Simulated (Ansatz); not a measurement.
Consider the redistribution: `[O]=[V]([OH])([F])[F]` + `C[SiH](Cl)[SiH2]O` → `[O]=[V]([OH])([F])[Cl]` + `C[SiH](F)[SiH2]O`.

Computed with Ansatz on PBE0-D4/def2-TZVP structures; ΔE is electronic, products minus reactants. CCSD(T)/CBS is the MP2 limit (def2-TZVPP, def2-QZVPP) plus CCSD(T) − MP2 in def2-TZVPP, frozen cores. Functionals use def2-TZVPP. B3LYP here is the variant with VWN-RPA as its local correlation; programs differ in this. For V outer-core shells are correlated without core-valence functions, which leaves a few kJ/mol of doubt a bond. Scalar relativity is left out up to krypton. One conformer a species, not always the lowest.

```csv
level,ΔE (kJ/mol)
r2SCAN-D4,-15.9
B3LYP-D4,-20.1
ωB97X-V,-12.5
r2SCAN,-16.5
B3LYP,-23.8
SCS-MP2/def2-TZVPP,-38.9
MP2/def2-QZVPP,-42.9
SCS-MP2/def2-QZVPP,-39.2
```

Task: What does CCSD(T)/CBS give? (An estimate is asked.)

Result: Computed: -25.1 kJ/mol. The listed levels differ from it by 9.2, 5.0, 12.6, 8.6, 1.3, -13.8, -17.8, -14.1 kJ/mol.

Largest T1 diagnostic among the species: 0.032, so the coupled-cluster value is less sure than usual.

From PBE to PBE0 (25 % exact exchange), in def2-TZVPP and without D4, ΔE moves by −3.3 kJ/mol. The D4 term adds +3.8 kJ/mol with B3LYP and +2.0 kJ/mol with PBE0; it sums over pairs of atoms, weighted by their polarisabilities, and B3LYP, whose exchange is more repulsive, gets the larger term.
